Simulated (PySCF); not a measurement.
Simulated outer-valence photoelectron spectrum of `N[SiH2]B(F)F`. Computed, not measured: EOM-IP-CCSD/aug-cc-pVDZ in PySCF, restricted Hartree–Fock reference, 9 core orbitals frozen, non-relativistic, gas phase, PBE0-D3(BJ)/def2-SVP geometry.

Each root has a Gaussian of 0.3 eV full width with its one-hole share as area; cross sections and vibrations are left out, and the highest printed point is 100.

```
ionisation energy (eV)  intensity
                   9.6          2
                   9.8         45
                  10.0         97
                  10.2         18
                  10.4          0
                  10.6          0
                  10.8          0
                  11.0          0
                  11.2         14
                  11.4         94
                  11.6         53
                  11.8          3
                  12.0          0
                  12.2          0
                  12.4          4
                  12.6         63
                  12.8         85
                  13.0         10
                  13.2          0
                  13.4          0
                  13.6          0
                  13.8         14
                  14.0         93
                  14.2         51
                  14.4          2
                  14.6          0
                  14.8          0
                  15.0          5
                  15.2         70
                  15.4         83
                  15.6         68
                  15.8         87
                  16.0         11
                  16.2          0
                  16.4          5
                  16.6         67
                  16.8         82
                  17.0         41
                  17.2        100
                  17.4         26
                  17.6          1
```

**Question.** Where are the maxima, and how many lines lie under the curve?

**Answer.** 8 maxima, at 10.0, 11.5, 12.7, 14.1, 15.3, 15.7, 16.7 and 17.2 eV, from 8 lines.

**Question.** List the lines with their holes.

**Answer.** 
| E (eV) | leading hole (HF orbital) | area | Koopmans (eV) |
| --- | --- | --- | --- |
| 9.96 | HOMO | 0.95 | 11.04 |
| 11.45 | HOMO-1 | 0.96 | 12.30 |
| 12.72 | HOMO-2 | 0.94 | 13.55 |
| 14.05 | HOMO-3 | 0.94 | 15.22 |
| 15.31 | HOMO-4 | 0.95 | 17.72 |
| 15.73 | HOMO-5 | 0.94 | 17.96 |
| 16.72 | HOMO-6 | 0.94 | 18.10 |
| 17.19 | HOMO-7 | 0.94 | 19.02 |

The widest gap, 1.49 eV, lies between 9.96 and 11.45 eV. Only orbitals with −ε under 21 eV, eight at most, were ionised, so the high end of the curve may lack lines.

Shape of the structure used: `[NH2:1][SiH2:2][B:3]([F:4])[F:5]`: N1–Si2–B3–F4 17°, H–N1–Si2–B3 -38°, H–N1–Si2–B3 179°.

One conformer stands for the species.
